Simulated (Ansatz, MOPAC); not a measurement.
Spectroscopic constants of NaLi+, multiplicity 2 (lowest of 2S+1 = 2, 4 at CCSD(T)/def2-TZVPP on PBE0 minima; our sources give no spin for the ground state, which may be another).

Seven points along R, fitted to fifth degree in 1/R; most abundant isotopes. Runs in def2 and cc sets follow the lowest solution found near the PBE0 minimum.

Correlated levels freeze the inner cores; with def2 sets outer-core shells near the valence are correlated too. The state that PM7 reach isn't checked; PM7 holds dispersion and hydrogen-bond terms.

Run with Ansatz (an electronic-structure program) with Gaussian orbitals; MOPAC for PM7 (differences of heats of formation). 

```
level                 r_e (Å)  ω_e (cm⁻¹)  ω_e x_e (cm⁻¹)
--------------------  -------  ----------  --------------
PM7                     3.430          74           -0.17
BHLYP/def2-TZVPP        3.367         182             1.2
CAM-B3LYP/def2-TZVPP    3.339         186             1.1
wB97X-V/def2-TZVPP      3.415         ___            0.90
B2PLYP/def2-TZVPP       3.379         182             1.2
CCSD/def2-TZVPP         3.413         190            0.98
CCSD/def2-QZVPP         3.360         198             1.0
CCSD(T)/def2-QZVPP        ___         ___             1.0
```

Q: Complete the blanks.

A: 
- CCSD(T)/def2-QZVPP, r_e (Å): 3.357
- CCSD(T)/def2-QZVPP, ω_e (cm⁻¹): 199
- wB97X-V/def2-TZVPP, ω_e (cm⁻¹): 185
